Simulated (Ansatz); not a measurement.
Conformers of C2H7ClN2Si (`C=C[Si](N)(N)Cl`), each relaxed with PBE0-D4/def2-TZVP in Ansatz. CBS adds the triple-zeta coupled-cluster correction to the MP2 limit.

Not all of them had a frequency check.

Conformer A:

Z-matrix (Å, degrees):
```
Si
C 1 1.855
N 1 1.703 2 118.2
N 1 1.700 2 106.7 3 -119.5
Cl 1 2.078 2 106.4 3 116.0
C 2 1.330 1 125.9 3 -117.6
H 2 1.091 1 116.3 3 61.7
H 3 1.006 1 120.8 2 81.9
H 3 1.007 1 120.4 2 -68.0
H 4 1.007 1 120.0 2 -38.2
H 4 1.008 1 119.9 2 176.1
H 6 1.087 2 122.1 1 179.2
H 6 1.086 2 121.4 1 -0.7
```

Conformer B:

Cartesian coordinates in Å:
```
C 1.101 0.976 -1.539
C 1.262 0.258 -0.431
Si -0.132 -0.238 0.685
N -0.734 -1.828 0.570
N -1.431 0.818 0.383
Cl 0.655 -0.171 2.608
H 1.934 1.239 -2.186
H 0.122 1.330 -1.851
H 2.267 -0.074 -0.173
H -0.343 -2.559 1.139
H -1.098 -2.175 -0.302
H -1.275 1.810 0.301
H -2.327 0.616 0.795
```

(1) Which is lowest in electronic energy at CCSD(T)/CBS (frozen core, def2 sets), and by how much? (Best estimate.)

(2) Give the energies relative to A (kJ/mol) with r2SCAN-D4/def2-TZVPP, B3LYP-D4/def2-TZVPP, ωB97X-V/def2-TZVPP, ωB97M-V/def2-TZVPP, HF/def2-TZVPP, CCSD/def2-TZVPP, CCSD(T)/def2-TZVPP. (An estimate is asked.)

Results:

(1) The calculation gave: A; B lies 1.3 kJ/mol higher. Gaps under about 2 kJ/mol don't settle the order.

(2) The calculation gave: 
```csv
level,B
r2SCAN-D4/def2-TZVPP,0.2
B3LYP-D4/def2-TZVPP,0.5
ωB97X-V/def2-TZVPP,0.6
ωB97M-V/def2-TZVPP,0.8
HF/def2-TZVPP,0.0
CCSD/def2-TZVPP,0.4
CCSD(T)/def2-TZVPP,0.5
```

B3LYP here is the variant with VWN-RPA as its local correlation; programs differ in this.
